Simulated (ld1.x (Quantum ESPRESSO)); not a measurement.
## nickel: PAW pseudisation with PBE, fully relativistic reference atom.

```json
{"Element": "nickel", "Generator": "ld1.x (Quantum ESPRESSO) 7.5", "Type": "PAW", "Functional": "PBE", "Relativity": "fully relativistic", "Frozen core": "[Ne]", "Valence charge": "18", "Reference configuration": "3s2 3p6 3d8 4s2 4p0", "Partial waves": "3s (bound): rcut 1.15, rcutus 1.50 bohr; 4s (bound): rcut 1.15, rcutus 1.50 bohr; 3p (bound): rcut 1.10, rcutus 1.20 bohr; 4p (bound, empty): rcut 1.10, rcutus 1.20 bohr; 3d (bound): rcut 0.80, rcutus 1.00 bohr; 3d channel at 1.95 Ry: rcut 0.80, rcutus 1.00 bohr", "Local potential": "all-electron potential smoothed inside 1.30 bohr (lloc = -1)", "Core correction": "Bessel-smoothed model core inside 0.95 bohr", "Augmentation charge": "BESSEL, radius 0.70 bohr"}
```

Open shells are filled in proportion to 2j + 1 (rel_dist='average').

What the tests gave:

| Item | Value |
| --- | --- |
| Largest excitation error | +2.9 meV (all-electron minus pseudo) for 3s2 3p6 3d7 4s0 4p0, out of 7 test configurations |

The ghost test of this file was not conclusive.

Generation and tests took about 4.1 s on one core of a shared server CPU.
